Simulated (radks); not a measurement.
Values are calculated unless marked as measured or tabulated.
Q: The tantalum ion Ta3+, 70 electrons, occupied as [Xe] 4f14 5d2. Code: a radial shooting solver on a logarithmic mesh with Libxc functionals. Model: Dirac Kohn-Sham, PBEsol, spin-unpolarised, spherical densities, finite nucleus; open shells fill j = l - 1/2 first; Fermi nuclear charge, rms radius 5.3507 fm. Some entries of the table are withheld. Estimate them.

orbital,occ.,eigenvalue (Ry),<1/r> (bohr^-1)
1s1/2,2,(1),85.37
2s1/2,2,-850.5232,20.73
2p1/2,2,-813.1747,20.71
2p3/2,4,-719.8750,17.50
3s1/2,2,-196.3920,7.609
3p1/2,2,-179.7450,7.527
3p3/2,4,-159.6619,6.697
3d3/2,4,-131.4650,6.590
3d5/2,6,-127.0888,6.393
4s1/2,2,-41.64560,3.195
4p1/2,2,-34.77802,3.085
4p3/2,4,-30.14768,2.795
4d3/2,4,(2),2.578
4d5/2,6,(3),2.509
5s1/2,2,-7.39434,1.226
5p1/2,2,(4),1.098
5p3/2,4,(5),0.9992
4f5/2,6,-3.94258,2.021
4f7/2,8,-3.79658,1.990
5d3/2,2,-2.16480,0.7075
5d5/2,0,-2.10421,0.6881

A: 
(1) 1s1/2 eigenvalue (Ry): -4943.304
(2) 4d3/2 eigenvalue (Ry): -18.84361
(3) 4d5/2 eigenvalue (Ry): -17.99292
(4) 5p1/2 eigenvalue (Ry): -5.39168
(5) 5p3/2 eigenvalue (Ry): -4.73430
